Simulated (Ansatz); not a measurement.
The cluster Ag₄⁻, relaxed as a doublet with UKS r2SCAN-D4/def2-SVPD in Ansatz, starting from the GFN1-xTB geometry. Force threshold 0.02 eV/Å.

In the def2 sets Ag takes a core potential; there is no spin–orbit coupling. The charge -1 doublet is spin-contaminated (final ⟨S²⟩ up to 1.74, 0.75 for a pure state). Another isomer (doublet) lies 0.84 eV lower at PBE0-D4/def2-TZVPD; other spin states weren't run for this one.

Start:

```xyz
4

Ag   -1.555    0.653    0.163
Ag    0.474    0.277   -1.598
Ag   -0.114   -1.623    0.455
Ag    1.195    0.693    0.980
```

| step | energy (eV) | largest force component (eV/Å) | SCF passes |
| --- | --- | --- | --- |
| 1 | -16003.8862 | 0.151 | 32 |
| 2 | -16003.8997 | 0.024 | 27 |
| 3 | -16003.9001 | 0.011 | 29 |
| 4 | -16003.9004 | 0.016 | 29 |

Force components are those of the run's own axes.

End:

```csv
atom,x (Å),y (Å),z (Å)
Ag1,-1.586,0.682,0.179
Ag2,0.474,0.222,-1.584
Ag3,-0.092,-1.616,0.403
Ag4,1.205,0.712,1.001
```

By distances, no bond broke or formed. The bond that changes most is Ag2–Ag3, from 2.86 to 2.77 Å (atoms count from 1).

The force fell under the threshold at step 3, but the optimiser went on. No frequencies were taken in this run, so the end may be a saddle point.

Hardware: 4 threads of Arm Neoverse V1 on a shared host. Wall time 27 s.
